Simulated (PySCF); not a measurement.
## Os⁷⁰⁺ (osmium, charge +70): Hartree-Fock from Schrödinger to Dirac-Coulomb-Breit

Occupied: 1s1/2, 2s1/2, 2p1/2. Hartree-Fock calculated with PySCF 2.14 in an uncontracted even-tempered set (18 s from 19 bohr⁻², ratio 2.3; 15 p from 22 bohr⁻², ratio 2.3), Gaussian nucleus throughout. NR is non-relativistic, sf-X2C the spin-free one-electron X2C Hamiltonian, X2C adds the bare one-electron spin-orbit term, X2C-SNSO screens it by Boettger's factors, DC is four-component Dirac-Coulomb, and the Gaunt and Breit terms are added at first order (total energies over the DC spinors, levels after relaxing the spinors in that mean field). QED terms are absent. Levels marked empty are virtual spinors of this ion.

```tsv
level (eV)	X2C	X2C-SNSO
1s1/2	-82145.2	-82147.9
2s1/2	-19920.4	-19921.2
2p1/2	-19674.0	-19636.1
2p3/2 (empty)	-17621.9	-17634.3
3s1/2 (empty)	-8332.9	-8333.1
```

Where do the four-component calculations put these levels?

1s1/2: DC -82221.0, DC+Gaunt -81993.0, DC+Breit -82000.4; 2s1/2: DC -19931.8, DC+Gaunt -19907.6, DC+Breit -19909.8; 2p1/2: DC -19647.7, DC+Gaunt -19597.9, DC+Breit -19603.3; 2p3/2 (empty): DC -17636.4, DC+Gaunt -17613.4, DC+Breit -17618.7; 3s1/2 (empty): DC -8335.8, DC+Gaunt -8329.0, DC+Breit -8330.0 (eV).

```csv
Hamiltonian,E (hartree),E − E(DC) (hartree),CPU seconds
X2C,-9233.5180,2.2121,0.24
X2C-SNSO,-9230.6939,5.0361,0.24
DC,-9235.7300,0.0000,11
DC+Gaunt,-9224.3343,11.3957,22
DC+Breit,-9224.9132,10.8168,69
```

Weight of the small component: 1s1/2 0.0829, 2s1/2 0.0200, 2p1/2 0.0200, 2p3/2 0.0180, 3s1/2 0.00826.

Koopmans' value for the highest occupied level at DC+Breit: 19603.3 eV, against an ionisation energy of 19600 ± 60 eV (theoretical estimate listed by NIST; NIST Atomic Spectra Database, ionization energies); the former lacks relaxation, correlation, QED and recoil.

The whole ladder took 110 s of wall time on 1 thread of Intel(R) Xeon(R) Platinum 8488C (shared host), launched as `OMP_NUM_THREADS=1 python relrun2.py TASK.json OUT` (a driver that calls PySCF for each Hamiltonian).
